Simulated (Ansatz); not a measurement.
K⁺ beside CHF3: one fragment in the basis of the whole pair (the partner's atoms are ghosts).

The input file, in.yaml:

```yaml
crystal:
  periodic: [false, false, false]
  atoms:
    - {symbol: K, position_ang: [-0.071796, 0.418016, -2.630573]}
basis:
  gaussian:
    orbitals: "def2-TZVPPD.json"
    ghost_atoms:
      - {symbol: F, position_ang: [1.060461, 0.630601, 0.192377]}
      - {symbol: C, position_ang: [0.016663, -0.096774, 0.606595]}
      - {symbol: F, position_ang: [-1.088481, 0.565470, 0.246721]}
      - {symbol: F, position_ang: [0.033676, -1.237039, -0.094835]}
      - {symbol: H, position_ang: [0.049478, -0.280273, 1.679715]}
total_charge: 1
hamiltonian: {xc: {name: wB97X-V}}
```

The basis file named in the input lies beside it (Basis Set Exchange, JSON).

Run by:

```bash
ansatz run in.yaml --threads 4 --pin off --events-out ev --progress --plain --max-ram 9574MiB
```

Output of Ansatz 0.2.0:

```
Functional definition: wB97X-V
  name "wB97X-V"
  cite "Mardirossian & Head-Gordon, Phys. Chem. Chem. Phys. 16, 9904 (2014) doi:10.1039/C3CP54374A"
  cite "Becke, J. Chem. Phys. 107, 8554 (1997) doi:10.1063/1.475007"
  cite "Vydrov & Van Voorhis, J. Chem. Phys. 133, 244103 (2010) doi:10.1063/1.3521275"
  parameter omega = 0.3/bohr
  parameter cx = 0.167
  parameter cx1 = 0.603
  parameter cx2 = 1.194
  parameter css0 = 0.556
  parameter css1 = -0.257
  parameter cos0 = 1.219
  parameter cos1 = -1.850
  parameter b = 6.0
  parameter c = 0.01
  exchange = spin_sum(e_x_unif_sr(omega)*poly(b97_u_x, 1 - cx, cx1, cx2)) + cx*exact_x_sr(omega) + exact_x_lr(omega)
  correlation = spin_sum(e_c_pw_same_spin*poly(b97_u_same, css0, css1))
      + integral(e_c_pw_opposite_spin*poly(b97_u_opposite, cos0, cos1)) + vv10(b, c)
1134 factors; their error is unknown
343 factors; integrals over basis functions are off by at most 3.7e-5 eV
mean field evaluation 1: about -16317.7578 eV, gradient 5.4e-1 eV
mean field evaluation 2: about -16317.7582 eV, gradient 5.4e-1 eV
mean field evaluation 4: about -16317.7587 eV, gradient 1.2e-2 eV
mean field evaluation 8: about -16317.8111 eV, gradient 4.6e-4 eV
mean field -16317.81108179 eV, -599.6684966460 hartree, gradient 6.6e-6 eV, S^2 0.000000; 0 other end points of the search recorded, 0 dependent functions left out
reference -16317.81108060 eV, -599.6684966023 hartree; 9, 9 occupied and 201, 201 virtual orbitals, 1134 factors
Total energy: -16317.81108060 eV, -599.6684966023 hartree
```

The run took about 3.7 s on 4 CPU threads of an Arm Neoverse V2 (shared host).
